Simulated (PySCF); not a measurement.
Compound: C₆H₈NPSe.
Cartesian coordinates in Å at the PBE0-D3(BJ)/def2-SVP level; atoms count from 1:
```xyz
17
C6H8NPSe angstrom
N      1.6174    2.0186   -0.9819
C      1.8011    1.0761   -0.3352
C      1.9763   -0.1072    0.4809
P      0.3874   -0.9622    0.9365
Se     0.7368   -2.6341    2.1347
C     -0.4984   -1.1727   -0.6727
C     -1.4729   -0.0336   -0.7108
C     -1.5735    0.7349    0.3796
C     -0.7018    0.3993    1.5533
H      2.5970   -0.8562   -0.0354
H      2.4798    0.1387    1.4291
H      0.2110   -1.1700   -1.5169
H     -0.9904   -2.1594   -0.6624
H     -2.0750    0.1422   -1.6066
H     -2.2625    1.5822    0.4351
H     -1.2697    0.0193    2.4182
H     -0.1008    1.2541    1.9060
```

Method used: PBE0-D3(BJ)/def2-SVP geometry optimisation, gas phase (PySCF).

Masses are those of the commonest isotopes; rigid-rotor values at the optimised geometry. The values belong to one conformer with, in the numbering `[N:1]#[C:2][CH2:3][P:4]1(=[Se:5])[CH2:6][CH:7]=[CH:8][CH2:9]1`, C2–C3–P4–Se5 -179°.

Task: What are A, B and C (cm⁻¹)?

Result: Ia = 297.26, Ib = 773.08, Ic = 917.51 u·Å²; 505379 MHz·u·Å²/I gives 1700, 653.7 and 550.8 MHz, that is A = 0.05671, B = 0.02181, C = 0.01837 cm⁻¹.

Task: What kind of rotor is it?

Result: An asymmetric top. Ray's parameter κ = (2B − A − C)/(A − C) = -0.821; −1 is the prolate and +1 the oblate limit.

Task: Is it planar, by Δ = Ic − Ia − Ib?

Result: Not planar: Δ = Ic − Ia − Ib = -152.84 u·Å². For a rigid frame Δ = −2 Σ m c², so Σ m c² = 76.42 u·Å² lies off the ab plane: 20.88 from hydrogen and 55.54 from heavier atoms. The atom farthest from that plane is 2.12 Å away.

Task: Where do the levels up to J = 4 lie, in cm⁻¹?

Result: Above 0(0,0):
J = 1: 1(0,1) 0.0402, 1(1,1) 0.0751, 1(1,0) 0.0785
J = 2: 2(0,2) 0.1203, 2(1,2) 0.1520, 2(1,1) 0.1623, 2(2,1) 0.2670, 2(2,0) 0.2673
J = 3: 3(0,3) 0.2399, 3(1,3) 0.2673, 3(1,2) 0.2878, 3(2,2) 0.3876, 3(2,1) 0.3888, 3(3,1) 0.5708, 3(3,0) 0.5708
J = 4: 4(0,4) 0.3983, 4(1,4) 0.4207, 4(1,3) 0.4549, 4(2,3) 0.5481, 4(2,2) 0.5516, 4(3,2) 0.7320, 4(3,1) 0.7320, 4(4,1) 0.9879, 4(4,0) 0.9879

Task: Which types of transition are allowed, and where do some lines up to J = 5 fall?

Result: The dipole components are |μa| = 0.93 D, |μb| = 1.00 D, |μc| = 0.05 D. The squared components, which scale the intensities, stand as 0.86 : 1.00 : 0.00 (a : b : c). Some of the stronger lines:

```tsv
type	branch	J(Ka,Kc)	MHz	lower level (cm⁻¹)
b	R	5(2,3) ← 4(3,2)	735	0.732
a	R	1(0,1) ← 0(0,0)	1205	0.000
b	R	2(0,2) ← 1(1,1)	1355	0.075
b	Q	5(1,4) ← 5(0,5)	2055	0.595
b	R	3(0,3) ← 2(1,2)	2634	0.152
b	Q	5(2,3) ← 5(1,4)	2796	0.663
b	R	2(1,2) ← 1(0,1)	3353	0.040
b	Q	2(2,1) ← 2(1,2)	3448	0.152
a	R	3(1,3) ← 2(1,2)	3455	0.152
a	R	3(2,1) ← 2(2,0)	3642	0.267
b	R	4(0,4) ← 3(1,3)	3927	0.267
a	R	4(1,4) ← 3(1,3)	4599	0.267
a	R	4(3,2) ← 3(3,1)	4832	0.571
b	R	5(0,5) ← 4(1,4)	5216	0.421
b	Q	5(3,2) ← 5(2,3)	5319	0.756
b	R	4(1,4) ← 3(0,3)	5419	0.240
b	Q	3(3,0) ← 3(2,1)	5458	0.389
a	R	5(1,5) ← 4(1,4)	5737	0.421
a	R	5(0,5) ← 4(0,4)	5888	0.398
a	R	5(4,1) ← 4(4,0)	6039	0.988
b	Q	5(5,0) ← 5(4,1)	9866	1.189
b	R	5(2,3) ← 4(1,4)	10068	0.421
b	R	4(3,2) ← 3(2,1)	10289	0.389
b	R	5(3,3) ← 4(2,2)	11451	0.552
b	R	5(3,2) ← 4(2,3)	11566	0.548
b	R	5(4,1) ← 4(3,2)	13712	0.732
b	R	5(5,1) ← 4(4,0)	15905	0.988
```

No PBE0-D3(BJ)/def2-SVP frequencies stand behind this structure, so it isn't proved a minimum. No vibrational averaging or centrifugal distortion is included, and the geometry carries the error of its method. Quadrupole hyperfine structure (14N) is left out.
